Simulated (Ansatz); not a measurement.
Species: H₆Si₃, SMILES `[SiH2]=[SiH][SiH3]` (charge 0, multiplicity 1).

### Question
Give a relaxed geometry from B3LYP-D3(BJ)/def2-TZVP (Ansatz, a first-principles code).

### Answer
the end point of this relaxation (outside a Z-matrix the atoms follow the SMILES, hydrogens last).
Z-matrix (Å, degrees):
```
Si
H 1 1.4810
Si 1 2.1517 2 117.43
H 3 1.4770 1 119.71 2 -179.31
H 3 1.4778 4 112.92 1 157.88
Si 1 2.3236 2 118.39 3 -151.43
H 6 1.4813 1 107.24 2 170.44
H 6 1.4827 7 109.54 1 121.90
H 6 1.4827 7 109.12 8 118.25
```
